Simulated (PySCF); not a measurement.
# Radial density of V (vanadium, neutral)

UHF, [Ar] 3d5, high-spin 6S determinant (an excited configuration). Computed with PySCF 2.14 in x2c-TZVPPall (6s5p4d2f1g, 64 functions), with the spin-free X2C one-electron Hamiltonian (Gaussian nucleus).

| r (bohr) | 4πr²ρ (e/bohr) | 4πr²(ρα − ρβ) |
| --- | --- | --- |
| 0.00125 | 0.2030 | 0.0000 |
| 0.00210 | 0.5185 | -0.0001 |
| 0.00354 | 1.305 | -0.0002 |
| 0.00595 | 3.158 | -0.0004 |
| 0.0100 | 7.120 | -0.0009 |
| 0.0168 | 14.22 | -0.0017 |
| 0.0283 | 23.24 | -0.0027 |
| 0.0477 | 27.44 | -0.0037 |
| 0.0802 | 22.31 | -0.0063 |
| 0.135 | 22.88 | -0.0006 |
| 0.227 | 29.60 | 0.1363 |
| 0.381 | 14.80 | 0.7777 |
| 0.642 | 10.13 | 2.0075 |
| 1.08 | 10.04 | 2.5869 |
| 1.82 | 2.793 | 1.6449 |
| 3.05 | 0.5845 | 0.5616 |
| 5.14 | 0.08490 | 0.0849 |
| 8.64 | 0.001810 | 0.0018 |

Densities and radii are taken from the X2C orbitals without a picture-change correction, which distorts them close to the nucleus.

Q: Where is the radial spin density 4πr²(ρα − ρβ) most negative, and why is it negative at all?

A: Around r = 0.0802 bohr, down to -0.0063 e/bohr: exchange with the open shell polarises the paired shells in an unrestricted calculation.
